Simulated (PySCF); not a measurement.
# Dipole moment and polarisability of `B/C=C/SC`

Compound: C₃H₇BS.
Structure used (PBE0-D3(BJ)/def2-SVP), in Å, numbered top down from 1:
```
atom  x, y, z in Å
B1     2.538    0.651    0.179
C2     1.419   -0.353   -0.072
C3     0.126    0.054    0.018
S4    -1.252   -0.955   -0.233
C5    -2.607    0.207    0.034
H6     2.250    1.798    0.452
H7     3.705    0.336    0.114
H8     1.613   -1.403   -0.323
H9    -0.096    1.100    0.268
H10   -2.585    0.613    1.055
H11   -3.537   -0.361   -0.101
H12   -2.580    1.023   -0.701
```

Level: B3LYP/def2-SVPD (PySCF), static field, nuclei fixed, core orbitals frozen in the response. The polarisability tensor in these axes (au):

```
x   129.88  10.15   2.99
y    10.15  69.56   4.17
z     2.99   4.17  53.48
```

Problem. Diagonalise the tensor; give its mean and Δα, where Δα² is half the sum of the squared differences of the eigenvalues.

Solution. Principal values 52.46, 68.75 and 131.71 au; mean 84.31 au = 12.49 Å³ = 13.90 × 10⁻⁴⁰ C²·m²/J; Δα = 72.49 au (86 % of the mean).

Problem. What is the dipole moment, and where does it point?

Solution. (-3.28, 0.41, 0.07) D, 3.30 D in size, pointing from the negative to the positive side. Measured along this direction, the outermost atoms are H7 at the negative end and H11 at the positive end.

Problem. Traceless (Buckingham) quadrupole moment about the centre of nuclear charge: eigenvalues?

Solution. -6.18, 0.35, 5.83 D·Å. The values depend on the origin, since the dipole doesn't vanish. The electronic extent ⟨r²⟩ about the same centre is 733 bohr², a root-mean-square distance of 2.11 Å for the 46 electrons.

Problem. Molar refractivity from α?

Solution. Lorentz–Lorenz: R = (4π/3)N_A α = 2.5225 cm³/(mol·Å³) × 12.49 Å³ = 31.5 cm³/mol, in the limit of long wavelengths.

Problem. What would n − 1 = 2πNα be for an ideal gas of these molecules at 298.15 K and 1 atm, electronic part alone?

Solution. N = p/kT = 2.4615 × 10¹⁹ cm⁻³, so n − 1 = 2π × N × 12.49 × 10⁻²⁴ cm³ = 1932 × 10⁻⁶ at long wavelengths.

Problem. Sum over states: ᾱ = Σ f/ω², ω in Eh. What share falls to these 10 lowest TDDFT singlets (eV, f)? 4.40, 0.4353; 5.30, 0.0002; 5.43, 0.0002; 5.61, 0.0026; 6.02, 0.0001; 6.44, 0.0090; 6.52, 0.0043; 6.72, 0.0353; 6.84, 0.0554; 6.87, 0.0026.

Solution. They add up to 18.46 au, 21.9 % of the 84.31 au; the largest single term is 16.65 au, from the state at 4.40 eV. Terms in order: 16.65, 0.00, 0.01, 0.06, 0.00, 0.16, 0.08, 0.58, 0.88, 0.04 au. Higher excitations give the rest. The strengths listed sum to 0.545.

Problem. Find the Langevin capture rate constant for H3+ (3.023 u) meeting this molecule (86.036 u), k = 2.342 × 10⁻⁹ cm³/s × √(α in Å³ / reduced mass in u).

Solution. The reduced mass is 2.92 u, so k = 4.84 × 10⁻⁹ cm³/s. The formula leaves out the permanent dipole, which adds to the capture rate.

Geometry: PBE0-D3(BJ)/def2-SVP, one conformer, isolated molecule.

The run behind these numbers computed excited states and ΔSCF ions as well. On an Arm Neoverse V2 with one thread, no GPU, shared host, this took 36 s wall.
